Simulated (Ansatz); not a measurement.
Ag₄H₄⁻. Charge -1, multiplicity 2. Geometry r2SCAN-D4/def2-SVP, that of the neutral singlet; atoms count from 1.

```
atom   x (Å)   y (Å)   z (Å)
 Ag1  -0.957   0.436   1.583
 Ag2  -0.934   1.363  -0.940
 Ag3   0.934  -1.363   0.940
 Ag4   0.957  -0.436  -1.583
  H5  -0.023  -0.868   2.360
  H6   1.771  -1.681  -0.601
  H7   0.020   0.865  -2.361
  H8  -1.768   1.684   0.602
```

In the def2 sets Ag takes a core potential; there is no spin–orbit coupling. The highest occupied level of the charge -1 doublet lies above zero (up to 0.89 eV). By energy differences its removal costs 0.44 eV (vertical, to the charge 0 singlet, at PBE0-D4/def2-TZVPD); a positive level beside a positive removal energy at the same level points to self-interaction error. The structure comes from a short search, and lower isomers may exist.

(1) Estimate the Mulliken populations from the PBE0/def2-TZVPD orbitals of Ansatz.

(2) Where does the spin sit?

(3) And the Mayer bond orders between bonded heavy atoms (over 0.3)?

## Answers

(1) 
```tsv
atom	charge (e)	spin (α − β)	d electrons
Ag1	-0.45	0.30	9.84
Ag2	-0.45	0.30	9.84
Ag3	-0.45	0.30	9.84
Ag4	-0.45	0.30	9.84
H5	0.20	-0.05	–
H6	0.20	-0.05	–
H7	0.20	-0.05	–
H8	0.20	-0.05	–
```
Mulliken values and Mayer orders depend strongly on the basis. With diffuse functions, as here, like atoms can get unlike values, and bond orders can come out too low or too high.

(2) Summed by element: Ag 1.21, H -0.21, of 1 unpaired in all. Largest on single atoms: Ag3 0.30, Ag1 0.30, Ag4 0.30.

(3) Ag1–Ag2 0.62 (2.69 Å); Ag1–Ag3 0.62 (2.69 Å); Ag2–Ag4 0.62 (2.69 Å); Ag3–Ag4 0.62 (2.69 Å).
